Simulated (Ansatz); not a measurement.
Calculated with Ansatz (gas phase, PBE0-D4/def2-TZVP geometries, no zero-point term in ΔE). CCSD(T)/CBS adds triple-zeta CCSD(T) − MP2 to the extrapolated MP2 energy (def2 sets, frozen cores). Functionals use def2-TZVPP. B3LYP here is the variant with VWN-RPA as its local correlation; programs differ in this. One conformer a species, not always the lowest.

Reaction (isomerisation): `F[SiH2]CC[SiH3]` → `CC(F)([SiH3])[SiH3]`

```json
{"level": "PBE-D4", "ΔE (kJ/mol)": "212.9", "difference from CCSD(T)/CBS": "-22.2"}
{"level": "r2SCAN-D4", "ΔE (kJ/mol)": "225.9", "difference from CCSD(T)/CBS": "-9.2"}
{"level": "PBE0-D4", "ΔE (kJ/mol)": "224.3", "difference from CCSD(T)/CBS": "-10.8"}
{"level": "B3LYP-D4", "ΔE (kJ/mol)": "224.1", "difference from CCSD(T)/CBS": "-11.0"}
{"level": "ωB97X-V", "ΔE (kJ/mol)": "223.9", "difference from CCSD(T)/CBS": "-11.2"}
{"level": "ωB97M-V", "ΔE (kJ/mol)": "227.8", "difference from CCSD(T)/CBS": "-7.3"}
{"level": "B2PLYP", "ΔE (kJ/mol)": "232.9", "difference from CCSD(T)/CBS": "-2.2"}
{"level": "PBE", "ΔE (kJ/mol)": "214.4", "difference from CCSD(T)/CBS": "-20.7"}
{"level": "r2SCAN", "ΔE (kJ/mol)": "226.2", "difference from CCSD(T)/CBS": "-8.9"}
{"level": "PBE0", "ΔE (kJ/mol)": "225.5", "difference from CCSD(T)/CBS": "-9.6"}
{"level": "B3LYP", "ΔE (kJ/mol)": "226.5", "difference from CCSD(T)/CBS": "-8.6"}
{"level": "HF/def2-TZVPP", "ΔE (kJ/mol)": "242.6", "difference from CCSD(T)/CBS": "7.5"}
{"level": "MP2/def2-TZVPP", "ΔE (kJ/mol)": "244.5", "difference from CCSD(T)/CBS": "9.4"}
{"level": "SCS-MP2/def2-TZVPP", "ΔE (kJ/mol)": "239.7", "difference from CCSD(T)/CBS": "4.6"}
{"level": "CCSD/def2-TZVPP", "ΔE (kJ/mol)": "235.7", "difference from CCSD(T)/CBS": "0.6"}
{"level": "CCSD(T)/def2-TZVPP", "ΔE (kJ/mol)": "232.1", "difference from CCSD(T)/CBS": "-3.0"}
{"level": "HF/def2-QZVPP", "ΔE (kJ/mol)": "245.0", "difference from CCSD(T)/CBS": "9.9"}
{"level": "MP2/def2-QZVPP", "ΔE (kJ/mol)": "247.0", "difference from CCSD(T)/CBS": "11.9"}
{"level": "SCS-MP2/def2-QZVPP", "ΔE (kJ/mol)": "242.6", "difference from CCSD(T)/CBS": "7.5"}
{"level": "HF/CBS(def2)", "ΔE (kJ/mol)": "245.3", "difference from CCSD(T)/CBS": "10.2"}
{"level": "MP2/CBS(def2)", "ΔE (kJ/mol)": "247.5", "difference from CCSD(T)/CBS": "12.4"}
{"level": "CCSD/CBS(def2)", "ΔE (kJ/mol)": "238.7", "difference from CCSD(T)/CBS": "3.6"}
{"level": "CCSD(T)/CBS", "ΔE (kJ/mol)": "235.1", "difference from CCSD(T)/CBS": "0"}
```

Largest T1 diagnostic among the species: 0.012.

From PBE to PBE0 (25 % exact exchange), in def2-TZVPP and without D4, ΔE moves by +11.1 kJ/mol.
